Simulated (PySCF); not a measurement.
A structure optimised at PBE0-D3(BJ)/def2-SVP, used in a PySCF frequency run:

```xyz
10

C     -1.3278    -1.9897     0.0000
C     -0.0020    -1.8168     0.0000
C      0.7209    -0.5497     0.0000
C      2.0569    -0.4573     0.0000
Br    -0.3087     1.0450     0.0000
H     -2.0132    -1.1383     0.0000
H     -1.7588    -2.9931     0.0000
H      0.6564    -2.6931     0.0000
H      2.6563    -1.3718     0.0000
H      2.5750     0.5023     0.0000
```
Charge 0, spin multiplicity 1.

Question: Write its SMILES, formula and point group.

Answer: C=CC(=C)Br, C₄H₅Br, Cs

Question: What are its rotational constants (standard atomic weights)?

Answer: 4.7362, 2.5478, 1.6566 GHz
